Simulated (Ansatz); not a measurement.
# Which is lower?

Two relaxed structures of BSiH₄I, closed shell (PBE0-D4/def2-TZVP; forces vanish, vibrations not checked).

A:

| atom | x (Å) | y (Å) | z (Å) |
| --- | --- | --- | --- |
| B1 | -0.8552 | -0.1787 | -0.5570 |
| Si2 | 0.5903 | 0.5485 | 0.5394 |
| I3 | 1.2257 | -1.6124 | 1.9586 |
| H4 | -1.5712 | -1.0882 | -0.2471 |
| H5 | -1.1759 | 0.4670 | -1.5186 |
| H6 | 1.2766 | -2.9476 | 1.0177 |
| H7 | 1.8174 | 0.4363 | -0.3254 |

B:

```
7
angstrom
B -1.0729 0.0433 -0.6676
Si 0.6476 0.1455 0.3597
I 1.3461 -1.9978 1.3212
H -1.7021 -0.9614 -0.7958
H -1.4837 1.0463 -1.1748
H 0.5163 1.1123 1.4836
H 1.7486 0.6118 -0.5264
```

Computed with Ansatz 0.2.0 (basis: def2-TZVPP); correlated methods freeze the cores. Filled d shells of the heavier atoms are correlated. Core potentials replace the inner electrons of the atoms past krypton. The def2 sets are not built for correlating such inner shells, so the correlated values are less sure here. B3LYP uses VWN-RPA correlation.

Which structure is lower at CCSD(T), and by how much? (To be estimated.)

By the calculation: B, by 247.0 kJ/mol (electronic energy, against the other). By their contacts, A is BSiH₄I ([BH2][SiH][IH]) and B is BSiH₄I ([BH2][SiH2][I]).

All methods give the same order:

| method | E(B) − E(A) (kJ/mol) |
| --- | --- |
| PBE-D4 | -215.1 |
| r2SCAN-D4 | -241.3 |
| PBE0-D4 | -239.9 |
| B3LYP-D4 | -239.0 |
| wB97M-V | -246.9 |
| HF | -301.3 |
| MP2 | -263.4 |
| CCSD | -255.5 |
| CCSD(T) | -247.0 |

No T1 diagnostic of these runs exceeds 0.016.

Labels in which every atom is bracketed show which atoms are joined, not bond orders.

For scale, one of the runs: CCSD(T)/def2-TZVPP, 179 basis functions, launched by `ansatz run in.yaml --threads 2 --pin off --events-out ev --progress --plain --max-ram 4352MiB`. Hardware: 2 CPU threads of an Arm Neoverse V2, shared host. Wall time 71 s; peak host memory 1.8 GiB.
